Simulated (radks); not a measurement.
Results of a calculation; reference values are marked as such.
All-electron atom: Br14+ in [Ar] 3d3 (the NIST ground configuration).

Level of theory: Dirac Kohn-Sham, exchange-only PBE, spin-unpolarised, spherical densities, finite nucleus; open shells fill j = l - 1/2 first; Fermi nuclear charge, rms radius 4.1629 fm (a radial shooting solver on a logarithmic mesh with Libxc functionals).

Energy parts (hartree):
| part | energy |
|---|---|
| total | -2512.72695 |
| kinetic | 2581.08118 |
| electron-nucleus | -5727.31429 |
| Hartree | 710.21483 |
| exchange | -76.70869 |

Orbitals (lengths in bohr, moments of r in powers of bohr; r(max) is where P^2 peaks):
orbital  occ.  eigenvalue (hartree)   r(max)
1s1/2       2             -505.5728  0.02791
2s1/2       2             -80.02895   0.1592
2p1/2       2             -73.73871   0.1252
2p3/2       4             -71.98678   0.1284
3s1/2       2             -22.86953   0.4639
3p1/2       2             -20.68082   0.4498
3p3/2       4             -20.36208   0.4569
3d3/2       3             -16.73896   0.3838
3d5/2       0             -16.67834   0.3857

The highest occupied level is 3d3/2 at -455.49 eV. The electron density at the nucleus is 4.445e+04 e/bohr^3. For comparison, the ionisation energy in NIST's Atomic Spectra Database is 481 eV (theoretical). In exact Kohn-Sham theory the highest level is minus the ionisation energy, but local and semilocal functionals leave it too shallow, through self-interaction and a potential that decays too fast; potentials with the right tail come closer.

Beside tabulated values, note that spin-unpolarised runs miss the spin-polarisation part of the exchange energy of open shells.
